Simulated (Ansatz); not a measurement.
Cu₄O⁺. Charge 1, multiplicity 4. Geometry B3LYP-D4/def2-SVP; atoms count from 1.

| atom | x (Å) | y (Å) | z (Å) |
| --- | --- | --- | --- |
| O1 | -0.4044 | -0.9100 | -0.7105 |
| Cu2 | -0.6962 | -0.7384 | 1.1948 |
| Cu3 | 0.7932 | 1.2854 | 0.8138 |
| Cu4 | -1.1199 | 0.8549 | -0.6672 |
| Cu5 | 1.4273 | -0.4919 | -0.6308 |

At PBE0-D4/def2-TZVP a doublet of charge 1 lies 2.33 eV below the quartet, each at its own geometry. The structure comes from a short search, and lower isomers may exist.

Estimate the Mulliken populations from the PBE0/def2-TZVP orbitals of Ansatz.


```json
{"atom": "O1", "charge (e)": "-0.54", "spin (α − β)": "0.66", "d electrons": "–"}
{"atom": "Cu2", "charge (e)": "0.47", "spin (α − β)": "0.23", "d electrons": "9.81"}
{"atom": "Cu3", "charge (e)": "0.24", "spin (α − β)": "0.43", "d electrons": "9.82"}
{"atom": "Cu4", "charge (e)": "0.42", "spin (α − β)": "0.59", "d electrons": "9.66"}
{"atom": "Cu5", "charge (e)": "0.41", "spin (α − β)": "1.09", "d electrons": "9.47"}
```
Mulliken values and Mayer orders depend strongly on the basis.

Where does the spin sit?

Summed by element: O 0.66, Cu 2.34, of 3 unpaired in all. Largest on single atoms: Cu5 1.09, O1 0.66, Cu4 0.59.

And the Mayer bond orders between bonded heavy atoms (over 0.3)?

O1–Cu2 0.53 (1.94 Å); O1–Cu4 0.59 (1.90 Å); O1–Cu5 0.66 (1.88 Å); Cu2–Cu3 0.34 (2.54 Å); Cu2–Cu4 0.34 (2.49 Å); Cu3–Cu4 0.48 (2.46 Å); Cu3–Cu5 0.59 (2.38 Å).
